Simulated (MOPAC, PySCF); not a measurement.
[Ta(Cl)(NH2)4], neutral singlet in the gas phase. 

Cartesian coordinates (Å):
```xyz
14

Ta    -0.0654    -0.0388     0.0286
Cl     0.9614     1.5823     1.5269
N     -0.5580    -1.1354    -1.5706
H     -0.1612    -1.0683    -2.5079
H     -1.2642    -1.8690    -1.5599
N     -0.7602     1.5960    -0.9049
H     -0.4857     2.5426    -0.6500
H     -1.2447     1.5867    -1.7989
N      1.7778    -0.8310    -0.0170
H      2.0674    -1.5809    -0.6399
H      2.5837    -0.3942     0.4258
N     -1.3324    -0.9097     1.2676
H     -2.2564    -0.5482     1.5016
H     -1.0875    -1.6641     1.9082
```
Charge 0, spin multiplicity 1.

All levels are single points at this geometry (r2SCAN-D4/def2-SVP); Pople sets use spherical d functions. Orbital energies aren't observables, and empty levels follow the basis.

```csv
level,HOMO (eV),LUMO (eV),gap (eV),dipole (D),"vertical IE, Delta-SCF (eV)"
B3LYP-D3(BJ)/def2-TZVP in PySCF,-6.93,-1.37,5.56,4.27,–
PBE-D3(BJ)/def2-TZVP in PySCF,-5.80,-1.96,3.84,4.25,–
TPSSh-D3(BJ)/def2-TZVP in PySCF,-6.43,-1.56,4.86,4.31,–
B3LYP/6-311+G** (LANL2DZ on Ta) in PySCF,-7.05,-1.79,5.26,4.49,–
B3LYP/6-31G* (LANL2DZ on Ta) in PySCF,-6.69,-1.31,5.38,4.89,8.67
B3LYP/LANL2DZ in PySCF,-6.81,-1.38,5.43,4.97,–
BP86/6-31G* (LANL2DZ on Ta) in PySCF,-5.68,-1.96,3.72,4.87,–
M06-2X/6-31G* (LANL2DZ on Ta) in PySCF,-8.35,-0.22,8.13,4.96,–
PBE/6-31G* (LANL2DZ on Ta) in PySCF,-5.58,-1.86,3.72,4.85,–
SVWN5/6-31G* (LANL2DZ on Ta) in PySCF,-5.70,-1.97,3.72,4.87,–
HF/6-31G* (LANL2DZ on Ta) in PySCF,-10.38,2.19,12.57,4.94,–
PM6 in MOPAC,-7.44,0.58,8.02,6.05,–
PM7 in MOPAC,-8.09,0.29,8.39,6.45,–
```
